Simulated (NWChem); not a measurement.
System: ZnGeNH₅; SMILES [NH2][Zn][GeH3]

Here is an NWChem input.

```
start job
memory heap 200 mb stack 900 mb global 1100 mb
geometry units angstroms noautoz
  Zn     0.173526     0.880065     0.001554
  N      0.360666     2.692507     0.001968
  H      0.088110     3.235488     0.816578
  H      0.120895     3.232366    -0.824930
  Ge     0.097898    -1.499224     0.001819
  H      0.696349    -2.106029    -1.286515
  H      0.885871    -2.116324     1.178284
  H     -1.341942    -2.047853     0.109801
end
basis spherical
  * library def2-svpd
end
dft
  xc xpbe96 cpbe96
  iterations 150
end
tddft
  cis
  nroots 6
  notriplet
end
task tddft energy
```

Structure relaxed at the PBE0/def2-SVP level.

Vertical excitations in the gas phase.

Q: Predict the main results of this run. (PBE/def2-SVPD, TDA.) Quantities: lowest excitation, singlet (eV); oscillator strength of that lowest state; lowest state with f > 0.02, singlet (eV); oscillator strength of that bright state; orbital gap (eV).

A: 
```json
{
 "lowest excitation, singlet (eV)": "4.09",
 "oscillator_strength_of_that_lowest_state": "0.000",
 "lowest state with f > 0.02, singlet (eV)": "4.49",
 "oscillator_strength_of_that_bright_state": "0.038",
 "orbital gap (eV)": "4.09"
}
```
